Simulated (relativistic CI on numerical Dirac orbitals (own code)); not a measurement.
## Radial parameters of Zr¹⁶⁺

These numbers are calculated, not measured: Dirac-Coulomb-Breit CI, KLI orbitals optimised for each configuration, model QED (radiative potential, 1s self-energy scaled to tabulated hydrogen-like ionisation energies), unscaled Slater integrals (own radial code, finite nucleus).

Slater integrals F^k, G^k are unscaled and averaged over j, outside the closed core [Ne]; ζ comes from projecting the Hamiltonian with its Breit term on Σ l·s of the shell.

- 3s²3p⁶3d⁶: F^2(3d,3d) = 247200, F^4(3d,3d) = 158210, ζ(3d) = 9122.9 cm⁻¹; <r>(3d) = 0.4046, <r^2>(3d) = 0.1929 (bohr units).
- 3s²3p⁵3d⁷: ζ(3p) = 82260, F^2(3d,3d) = 246470, F^4(3d,3d) = 157730, F^2(3p,3d) = 227540, G^1(3p,3d) = 259910, G^3(3p,3d) = 167800, ζ(3d) = 8954.6 cm⁻¹; <r>(3p) = 0.4342, <r^2>(3p) = 0.218, <r>(3d) = 0.4057, <r^2>(3d) = 0.1939 (bohr units).
- 3s²3p⁴3d⁸: F^2(3p,3p) = 229440, ζ(3p) = 82236, F^2(3d,3d) = 245730, F^4(3d,3d) = 157230, F^2(3p,3d) = 227160, G^1(3p,3d) = 259760, G^3(3p,3d) = 167600, ζ(3d) = 8789.2 cm⁻¹; <r>(3p) = 0.4348, <r^2>(3p) = 0.2186, <r>(3d) = 0.4067, <r^2>(3d) = 0.195 (bohr units).

Task: Give the Racah parameters of the d shell in 3s²3p⁶3d⁶.

Result: B = F²/49 − 5F⁴/441 = 3251 cm⁻¹ and C = 35F⁴/441 = 12557 cm⁻¹.

Averages of the first 10 configurations, taken without configuration mixing, which lowers the lowest level and can move excited configurations by several eV; other configurations of the list can lie among them:

| Configuration | Parity | States | Average energy above the lowest level (eV) |
| --- | --- | --- | --- |
| 3s²3p⁶3d⁶ | even | 210 | 14.4 |
| 3s²3p⁵3d⁷ | odd | 720 | 161.5 |
| 3s²3p⁴3d⁸ | even | 675 | 312.0 |
| 3s3p⁶3d⁷ | even | 240 | 258.5 |
| 3p⁶3d⁸ | even | 45 | 507.1 |
| 3s²3p⁶3d⁵4s | even | 504 | 261.7 |
| 3s3p⁵3d⁸ | odd | 540 | 404.5 |
| 3s²3p⁶3d⁵4p | odd | 1512 | 293.5 |
| 3s²3p⁶3d⁵4d | even | 2520 | 341.7 |
| 3s²3p⁶3d⁴4s² | even | 210 | 526.2 |
